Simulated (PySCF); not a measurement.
# Vertical excitation energies

Species: C5H6ClFO.
Cartesian coordinates in Å at the GFN2-xTB level; atoms count from 1:
```xyz
14
C5H6ClFO angstrom
C     -1.201    1.361    0.022
C     -0.271    0.200    0.004
C     -0.907   -1.148    0.065
C      1.070    0.349   -0.057
Cl     1.818    1.920   -0.106
C      1.989   -0.779   -0.083
O      1.741   -1.942   -0.072
F      3.291   -0.391   -0.129
H     -1.678    1.424    1.001
H     -1.989    1.212   -0.715
H     -0.689    2.296   -0.179
H     -0.711   -1.703   -0.852
H     -0.484   -1.742    0.874
H     -1.980   -1.057    0.204
```

Method: TDDFT CAM-B3LYP/def2-SVPD, vertical, gas phase, core orbitals frozen in the response in PySCF 2.14.0, density-fitted response routines.

Q: List the vertical singlet excitations with oscillator strengths and describe the spectrum.

A: 

| state | E (eV) | λ (nm) | ν̃ (cm⁻¹) | f | \|μ\| (D) | main configurations (H = HOMO, L = LUMO) |
| --- | --- | --- | --- | --- | --- | --- |
| S1 | 5.23 | 237.2 | 42170 | 0.061 | 1.76 | H-1→L (59%), H→L (26%), H-2→L (10%) |
| S2 | 5.28 | 234.7 | 42610 | 0.190 | 3.08 | H→L (72%), H-1→L (21%) |
| S3 | 6.58 | 188.5 | 53040 | 0.0014 | 0.24 | H→L+2 (57%), H→L+1 (17%) |
| S4 | 6.62 | 187.3 | 53390 | 0.0001 | 0.07 | H-2→L (72%), H-1→L (16%) |
| S5 | 7.12 | 174.1 | 57440 | 0.0089 | 0.57 | H→L+1 (71%), H→L+2 (16%) |
| S6 | 7.52 | 165.0 | 60620 | 0.0005 | 0.14 | H-4→L (86%) |
| S7 | 7.74 | 160.2 | 62400 | 0.080 | 1.65 | H-3→L (77%), H-1→L+2 (11%) |
| S8 | 7.84 | 158.1 | 63260 | 0.054 | 1.35 | H-1→L+2 (40%), H-2→L+2 (16%), H-3→L (15%) |

Triplets, Tamm–Dancoff:

```
state  E (eV)  λ (nm)  main configurations (H = HOMO, L = LUMO)
   T1    3.30   375.5                                 H→L (92%)
   T2    4.82   257.1                  H-1→L (73%), H-2→L (18%)
   T3    6.05   205.0                  H→L+2 (62%), H→L+1 (12%)
```

The lowest singlet comes at 237 nm (504 kJ/mol) in the ultraviolet; it is of moderate strength; its leading configuration is HOMO-1→LUMO (59%). The strongest level in the table is S2 at 5.28 eV (235 nm, f = 0.190). Löwdin shares by element: HOMO carbon 46% or more, chlorine 31%, oxygen 6% (atoms not listed hold the other 17%); LUMO carbon 60% or more, oxygen 16% (atoms not listed hold the other 24%). Orbital energies (eV): HOMO-3 -11.90, HOMO-2 -11.12, HOMO-1 -10.20, HOMO -8.95, LUMO -0.91, LUMO+1 0.96, LUMO+2 1.28. The listed states span 2.62 eV, and the widest gap between neighbours is 1.29 eV (S2 to S3). Weighted by f, the mean energy of these states is 6.17 eV. No computed singlet lies in the visible range (380 to 750 nm); the lowest, at 237 nm, stands 1.97 eV above its violet end (3.26 eV). Only the lowest 8 singlets were computed, as vertical energies without vibronic structure.

One conformer stands for the species.
